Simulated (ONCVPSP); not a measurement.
## Logarithmic derivatives: W (Z = 74), ONCV

ONCVPSP 4.0.1 input, shortened (lines: element, Z, core and valence counts, functional; n l f; lmax; l rc ep ncon nbas qcut; lloc lpopt rc5 dvloc0; l nproj debl; icmod fcfact rcfact), PBE, scalar-relativistic:

```
  W 74.00   10    4        4      upf
    1    0    2.00
    2    0    2.00
    2    1    6.00
    3    0    2.00
    3    1    6.00
    3    2   10.00
    4    0    2.00
    4    1    6.00
    4    2   10.00
    4    3   14.00
    5    0    2.00
    5    1    6.00
    5    2    4.50
    6    0    1.50
    2
    0    1.55    0.00    5    9    6.30
    1    1.75    0.00    5    8    7.30
    2    1.60    0.00    4    7    7.20
    4    4    1.35    4.00
    0    2    1.80
    1    2    1.50
    2    2    3.50
    3    5.25    1.55
```

In the p channel the program set the typed energies aside and used -1.553, 0.250 Ha.

The phase is arctan(r·R′/R) of the radial function R(r), unwrapped; energies in Ha, scanned from -4 to 5 Ha. A pole is an energy at which the radial function vanishes at the test radius. The pseudo phase is shifted by a multiple of π to meet the all-electron one at the reference energy, and phase errors are pseudo minus all-electron; the curves can meet again beyond the range given. Levels narrower than the energy grid can be missing from the lists of poles.

For each channel, where are the poles, and over which energies does the pseudopotential scatter like the atom?

```
channel  radius (bohr)  reference energy (Ha)  poles, all-electron  poles, pseudo  unbroken range about the reference energy with phases within 0.05 rad  phase error 1 Ha above the reference energy (rad)
      s           1.57                  -0.20                -2.08          -2.08                                                        the whole range                                             -0.000
      p           1.77                  -1.55                -0.86          -0.86                                                        the whole range                                             -0.000
      d           1.62                  -0.14                 2.22           2.22                                                        the whole range                                             -0.000
```

Phases in the d channel:

```tsv
E (Ha)	all-electron	pseudo
-3.98	1.255	1.254
-3.50	1.220	1.219
-3.02	1.172	1.171
-2.54	1.102	1.102
-2.06	0.993	0.993
-1.58	0.800	0.799
-1.10	0.412	0.412
-0.62	-0.277	-0.277
-0.14	-0.880	-0.880
0.34	-1.189	-1.189
0.82	-1.351	-1.351
1.30	-1.451	-1.451
1.78	-1.520	-1.520
2.26	-1.575	-1.575
2.74	-1.623	-1.623
3.22	-1.670	-1.670
3.70	-1.720	-1.720
4.18	-1.780	-1.780
4.66	-1.862	-1.862
```
